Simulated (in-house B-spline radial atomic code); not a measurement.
## B3LYP (VWN-RPA) excitations of Ta VI (Ta5+)

Method: B3LYP (VWN-RPA). Computed with an all-electron radial atomic-structure program (B-spline basis): linear response of the closed shell [Xe] 4f14 with the functional's adiabatic kernel; scalar-relativistic (spin-free one-electron X2C), finite nucleus, no spin-orbit coupling, no double excitations, S, P, D and F terms only; shells from n = 3 respond. Only terms of natural parity with L up to 3 were computed.

Spin-orbit coupling is strong here, so these LS terms don't match observed levels.

Command:
```bash
python run_td.py task.json out
```
Settings (radii: box in bohr, nucleus in fm):
```
Z                        73
electrons                68
configuration            [Xe] 4f14
hamiltonian              x2c
method                   b3lyp
box_radius               16.35
rms_radius               5.3507
intervals                70
```

Cost of the run: 8.4 s on 1 thread of Arm Neoverse N1, with other jobs on the host.

The lowest states, in the order of their Tamm-Dancoff energies; the method's threshold (minus the highest occupied level) is 85.67 eV. Labels give the largest channel, * marks a mixed state, and oscillator strengths are full-response dipole values. Semilocal kernels can invert the small singlet-triplet splittings of Rydberg terms. Energies in eV:

| state | full response | Tamm-Dancoff | oscillator strength |
| --- | --- | --- | --- |
| 4f → 5d 3P | 28.173 | 28.219 | - |
| 4f → 5d 3F | 28.762 | 28.787 | - |
| 4f → 5d 1F | 29.423 | 29.432 | - |
| 4f → 5d 1P | ? | ? | ? |
| 4f → 6s 3F | 36.44 | 36.45 | - |
| 4f → 6s 1F | 36.61 | 36.62 | - |
| 5p → 5d 3P | 39.22 | 39.29 | - |
| 5p → 5d 3F | ? | ? | - |
| 5p → 5d 1F | 41.94 | 41.97 | - |
| 4f → 6p 3D | 45.74 | 45.75 | - |
| 4f → 6p 1D | 46.09 | 46.10 | - |
| 5p → 6s 3P | 47.95 | 47.96 | - |

(1) Where does 5p → 5d 3F lie?

(2) Where does 4f → 5d 1P lie?

(3) How large is the singlet-triplet splitting of 4f → 5d (F terms) in Tamm-Dancoff?

(4) What polarisabilities and dispersion coefficient does the method give?

Results:

(1) At 39.70 eV in full response, 39.78 eV in Tamm-Dancoff.

(2) At 30.64 eV in full response, 30.87 eV in Tamm-Dancoff, oscillator strength 0.131.

(3) 0.645 eV, from the unrounded values.

(4) Dipole 2.526 bohr³, quadrupole 3.584 bohr⁵, C6 10.49 hartree·bohr⁶ for two such species.
